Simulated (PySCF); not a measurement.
Ge(I)(SH) (GeHIS), SMILES [SH][Ge][I] (connectivity only; charge and spin as stated), neutral, multiplicity 1.

The structure is a stationary point at PBE0-D3(BJ)/def2-SVP. The def2 effective core potentials stand for the cores of I; spin–orbit coupling is left out. The values are those of a single conformer.

The numbers are results of M06-2X/def2-TZVPD run with PySCF, not measurements.

The molecule is in vacuum.

- total energy = -2773.49881 hartree
- point group = Cs
- highest occupied level = -8.16 eV
- lowest empty level = -2.03 eV
- orbital gap = 6.13 eV
- dipole moment = 2.37 D
- quadrupole, principal values (traceless, Buckingham form, about the centre of nuclear charge) = -5.11, -1.19, 6.30 D·Å
- mean static polarisability = 94.0 bohr³ (13.93 Å³)
- polarisability, principal values = 68.1, 88.4, 125.4 bohr³
